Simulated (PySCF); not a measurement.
ZnAs: frontier orbitals

M06-2X at R = 2.577 Å; Zn cc-pVDZ-PP with ECP10, As cc-pVDZ-PP with ECP10; scalar-relativistic core potentials (PySCF 2.14). State: ⁴Σ⁻ (quartet), unpaired electrons σ ↑, π ↑↑. Only the outer orbitals are listed, counted within each symmetry, core potentials removing the inner ones.

```csv
spin,orbital,occ.,ε (eV),on Zn (%),main shells (%)
α,8σ,1,-9.28,45,"52 As p, 45 Zn s"
α,5π,1,-7.82,3,97 As p
α,5π,1,-7.82,3,97 As p
α,9σ,1,-6.14,66,"46 Zn s, 34 As p, 20 Zn p"
α,6π,0,0.15,97,97 Zn p
α,6π,0,0.15,97,97 Zn p
α,10σ,0,1.87,101,"91 Zn p, 10 Zn s"
β,7σ,1,-14.83,13,87 As s
β,8σ,1,-7.97,60,"58 Zn s, 35 As p"
β,5π,0,-2.39,22,"78 As p, 22 Zn p"
β,5π,0,-2.39,22,"78 As p, 22 Zn p"
β,9σ,0,-2.14,62,"38 As p, 32 Zn s, 29 Zn p"
```

Task: Which are the highest filled and the lowest empty level, where do they sit, and how wide is the gap?

Result: Highest filled α 9σ at -6.14 eV (in %: 46 Zn s, 34 As p, 20 Zn p); lowest empty β 5π at -2.39 eV (in %: 78 As p, 22 Zn p); the gap at M06-2X is 3.75 eV.

The bond order (Mayer) is 0.82. The ⟨S²⟩ is 3.766, the charge on Zn (Mulliken, basis-dependent) is 0.14 and the charge on Zn (Löwdin, basis-dependent) is 0.02. The dipole moment (positive dipole means Zn(−)As(+)) is -0.39 D.

Shares are Mulliken populations and can fall outside 0 to 100 %.

Spin–orbit coupling is left out. The state was picked by a PBE0 search and need not be the measured ground state.
